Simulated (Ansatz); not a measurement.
## Two structures, one formula

The two ends of one reaction step of BH4OF3, closed shell (PBE0-D4/def2-TZVP).

A:

```
9
angstrom
B 0.1069 -1.3297 -0.0877
H -1.9140 0.9001 1.0193
F -0.7338 -1.4277 -1.0882
F 0.0568 -2.2044 0.8997
H 0.7673 1.2457 -0.8306
O 1.0256 -0.3301 -0.0967
H -1.4939 1.3343 0.5789
F 0.5861 2.1294 -1.0697
H 1.5988 -0.3178 0.6751
```

B:

| atom | x (Å) | y (Å) | z (Å) |
| --- | --- | --- | --- |
| B1 | -0.5022 | -0.8243 | 0.0622 |
| H2 | -1.3051 | 0.0622 | -0.2080 |
| F3 | -0.6527 | -1.9683 | -0.6351 |
| F4 | -0.2560 | -0.9900 | 1.3925 |
| H5 | 0.9576 | 0.7635 | -0.2995 |
| O6 | 0.9376 | -0.1878 | -0.5234 |
| H7 | -0.8016 | 1.5957 | 0.1570 |
| F8 | -0.0611 | 2.1712 | 0.1438 |
| H9 | 1.6834 | -0.6223 | -0.0893 |

Program: Ansatz 0.2.0. Basis: def2-TZVPP. Cores are frozen in the correlated methods. B3LYP uses VWN-RPA correlation.

Question: Which structure is lower at CCSD(T), and by how much? (An estimate is asked for; the value comes from the calculation.)

Answer: The calculation gives: A, by 74.0 kJ/mol (electronic energy, against the other). By their contacts, A is a complex of BHOF₂ ([OH][B]([F])[F]) + HF + H₂ and B is a complex of BH₃OF₂ ([OH2][BH]([F])[F]) + HF.

All methods give the same order:

```
      method  E(B) − E(A) (kJ/mol)
       SPW92                  34.2
      PBE-D4                  66.3
     BLYP-D4                  82.1
   r2SCAN-D4                  70.8
      B97M-V                  76.5
     PBE0-D4                  67.3
    B3LYP-D4                  80.1
  r2SCAN0-D4                  70.7
    BHLYP-D4                  80.1
CAM-B3LYP-D4                  73.6
     wB97X-V                  71.0
     wB97M-V                  71.1
      B2PLYP                  79.3
    PBE-QIDH                  69.6
  RPA on PBE                  74.9
          HF                 105.1
         MP2                  76.1
        CCSD                  77.0
     CCSD(T)                  74.0
```

The T1 diagnostic stays at or below 0.012.

Labels in which every atom is bracketed show which atoms are joined, not bond orders.

For scale, one of the runs: CCSD(T)/def2-TZVPP, 211 basis functions (an equivalent command: `ansatz run in.yaml --threads 4`). Time: 110 s of wall clock on 4 CPU threads; the host was shared. Peak host memory: 3.4 GiB.
